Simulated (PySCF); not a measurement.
Calculation: PBE-D3(BJ)/def2-TZVP // r2SCAN-D4/def2-TZVP run with PySCF 2.14.0. Isolated molecules, 0 K electronic values unless said otherwise. One relaxed conformer stands for a flexible species; it need not be the lowest. Excitations are Tamm–Dancoff values on a coarser integration grid. The basis has no diffuse functions, so Rydberg states are missing or too high.

Reference species (SMILES): `O[SiH2][SiH]=[SiH2]` (H–O–Si–Si torsion 169°, O–Si–Si–Si torsion -23°) (neutral, multiplicity 1).

* **LUMO**: -2.67 eV
* **T1 excitation (TDA)**: 1.74 eV
* **S1–T1 gap (TDA)**: 1.88 eV

After one change: the LUMO falls by 0.07 eV; the T1 excitation (TDA) falls by 0.11 eV; the S1–T1 gap (TDA) falls by 0.10 eV.

What was changed between the two runs? The new species is one of these.
A) `O[Si](=[SiH2])[SiH3]` (H–O–Si–Si torsion 29°)
B) `O/[SiH]=[SiH]\[SiH3]` (H–O–Si–Si torsion 156°)
C) `O=[Si]([SiH3])[SiH3]`
D) `[SiH3][Si@@H]1O[SiH2]1`

A, `O[Si](=[SiH2])[SiH3]` (H–O–Si–Si torsion 29°)
